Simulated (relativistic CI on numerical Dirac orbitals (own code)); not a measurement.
# Forbidden transitions in Xe38+

Method of calculation: Dirac-Coulomb-Breit CI, orbitals from a KLI potential per configuration, model QED (radiative potential, 1s self-energy scaled to tabulated hydrogen-like ionisation energies), unscaled Slater integrals (own radial code, finite nucleus).

Configurations in the expansion (outside the closed core [Ne]): 3s²3p⁴, 3s3p⁵, 3s²3p³3d, 3p⁶, 3s3p⁴3d, 3p⁵3d, 3s3p³3d², 3s²3p²3d4p, 3p⁵4s, 3s3p³3d4s, 3p⁵4p, 3s²3p³4s, 3s²3p²3d², 3s²3p3d³, 3s3p²3d³, 3s²3p3d²4s, 3p⁴3d², 3p³3d³, 3p³3d²4s, 3s²3p²3d4s, 3s3p²3d²4s, 3s²3p3d4s². Double excitations out of closed p, d and f shells are left out; levels of such configurations are missing from the list, as are those of other unlisted configurations, and high levels can miss mixing partners.

```csv
λ vac (nm),Lower,Upper,Type,A (s⁻¹),log gf
7.0411,3s²3p⁴ ³P2 [1],3s²3p³3d ³F°4 [11],M2,2.53e+03,-7.77
12.145,3s²3p³3d ³F°3 [19],3s²3p³3d ³F°4 [46],M1,1.69e+05,-5.47
13.783,3s²3p³3d ³D°3 [21],3s²3p³3d ³F°4 [46],M1,9.26e+05,-4.62
14.100,3s²3p³3d ⁵D°4 [22],3s²3p³3d ³F°4 [46],M1,3.85e+06,-3.99
14.114,3s²3p⁴ ³P1 [3],3s²3p⁴ ³P0 [9],M1,1.12e+07,-4.48
14.693,3s²3p³3d ³F°3 [8],3s²3p³3d ⁵D°4 [22],M1,1.83e+05,-5.27
14.987,3s²3p⁴ ³P2 [1],3s²3p⁴ ¹D2 [4],M1,2.38e+06,-4.40
15.478,3s²3p³3d ³F°4 [26],3s²3p³3d ³F°4 [46],M1,3.95e+05,-4.89
15.620,3s²3p³3d ³F°4 [11],3s²3p³3d ³G°5 [27],M1,6.71e+05,-4.57
16.017,3s²3p³3d ³F°3 [8],3s²3p³3d ³G°4 [20],M1,5.14e+05,-4.75
16.023,3s²3p³3d ³G°5 [27],3s²3p³3d ³F°4 [46],M1,9.84e+05,-4.47
16.175,3s²3p³3d ³F°4 [11],3s²3p³3d ³F°4 [26],M1,2.90e+05,-4.99
16.395,3s²3p⁴ ³P2 [1],3s²3p⁴ ³P1 [3],M1,3.64e+06,-4.36
18.015,3s²3p³3d ³F°4 [11],3s²3p³3d ⁵D°4 [22],M1,2.46e+06,-3.97
19.748,3s²3p⁴ ¹S0 [2],3s²3p⁴ ³P1 [3],M1,9.46e+05,-4.78
20.048,3s²3p³3d ³F°4 [11],3s²3p³3d ³G°4 [20],M1,7.73e+04,-5.38
20.426,3s²3p³3d ³F°3 [33],3s²3p³3d ³F°4 [46],M1,3.90e+05,-4.66
20.609,3s²3p³3d ³D°3 [12],3s²3p³3d ³F°4 [26],M1,2.89e+05,-4.78
23.182,3s²3p³3d ¹F°3 [36],3s²3p³3d ³F°4 [46],M1,5.48e+05,-4.40
23.691,3s²3p³3d ³D°3 [12],3s²3p³3d ⁵D°4 [22],M1,6.92e+05,-4.28
27.337,3s²3p³3d ³D°3 [12],3s²3p³3d ³G°4 [20],M1,5.56e+04,-5.25
56.413,3s²3p³3d ³F°3 [19],3s²3p³3d ³F°4 [26],M1,3.00e+04,-4.89
70.720,3s²3p³3d ³G°4 [20],3s²3p³3d ³G°5 [27],M1,3.30e+04,-4.57
79.671,3s²3p³3d ³F°3 [8],3s²3p³3d ³F°4 [11],M1,2.61e+04,-4.65
96.563,3s²3p⁴ ³P2 [1],3s²3p⁴ ¹S0 [2],E2,6.96e+00,-9.01
```

Terms are leading LS components. Brackets give the number of a level in order of energy, since labels repeat. The list gives strong lines, with weight on those to low levels, among the lowest 200 of 2790 levels, so that lines to higher ones, which can be the strongest, are missing. Levels whose partners in the same complex of configurations lie outside the list can be far off, and so can their lines. Rates are taken at the computed energies, electric ones in the length gauge.

At this charge energies of transitions that change n are usually good to better than 1 %, and those within a shell (Δn = 0) to a few per cent.

LS names give the leading component of a level, which can be under half, so a name can repeat, a term be missing and a line seem to break the LS rules.
